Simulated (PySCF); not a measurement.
Compound: C₂H₅F₂OSi₂ (doublet state).
Geometry (GFN2-xTB, Å), atoms numbered from 1 in this order:
```xyz
12
C2H5F2OSi2 angstrom
F      1.0132   -1.5164   -1.8446
C      0.5637   -0.7435   -0.8296
C     -0.8518   -0.3073   -0.9056
Si    -1.0695    0.8920    0.5576
F     -2.1785    0.3216    1.5689
O      0.3702    0.7641    1.2737
Si     1.5698   -0.1799    0.6266
H     -1.5223   -1.1708   -0.8212
H     -1.0629    0.1247   -1.8881
H     -1.3743    2.2758    0.2838
H      2.6685    0.7305    0.3191
H      1.8752   -1.1914    1.6333
```

The hyperfine couplings belong to this conformer and change with its torsions.

Identity: `F[C]1C[Si@@H](F)O[SiH2]1` [radical].

Method: UKS B3LYP, pcH-1 on C F H O Si, non-relativistic, mean-field spin-orbit, GIAO (PySCF). Geometry: GFN2-xTB; no solvent, vibrations or thermal averaging. A GFN2-xTB geometry isn't a minimum of the functional, and hyperfine couplings can be far from their values at a DFT geometry. The SCF solution wasn't tested for stability.

Largest spin populations (Mulliken): C2 (+0.87), C3 (-0.08) and F1 (+0.07). No atom but C2 exceeds +0.15. The angles at C2 add up to 360.0°, so it is planar.

**Question.** How do the β-proton couplings of this frozen conformer go with θ, the angle between the C–H bond and the normal to the plane of the spin centre's three neighbours, both seen down the bond from centre to carbon?

**Answer.** 
```json
{"β H": "H8", "on": "C3", "centre": "C2", "θ (°)": "25", "cos²θ": "0.83", "a (G)": "+47.53"}
{"β H": "H9", "on": "C3", "centre": "C2", "θ (°)": "40", "cos²θ": "0.59", "a (G)": "+33.83"}
```

Couplings in gauss use g_iso = 2.0041.
